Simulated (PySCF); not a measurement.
## Radial density of Er²⁺ (erbium, charge +2)

UHF, [Xe] 4f12, one real determinant. All numbers are calculated (PySCF 2.14, scalar relativity by spin-free X2C-1e, in x2c-TZVPPall).

```tsv
r (bohr)	4πr²ρ (e/bohr)	4πr²(ρα − ρβ)
0.0246	80.73	0.0019
0.0414	99.67	0.0030
0.0696	120.2	0.0001
0.117	92.18	0.0425
0.197	105.3	0.4719
0.331	49.73	1.9126
0.557	55.54	2.7360
0.937	18.66	1.3762
1.58	7.278	0.2103
2.65	0.7250	-0.0124
4.46	0.002623	-0.0001
7.50	2.150e-05	0.0000
```

Densities and radii are taken from the X2C orbitals without a picture-change correction, which distorts them close to the nucleus.

⟨L²⟩ = 24.03 against 30 for a pure H term, so this real determinant mixes terms. Spin-orbit coupling, absent here, splits the open shell strongly.

Where is the radial spin density 4πr²(ρα − ρβ) most negative, and why is it negative at all?

Around r = 2.65 bohr, down to -0.0124 e/bohr: exchange with the open shell polarises the paired shells in an unrestricted calculation.
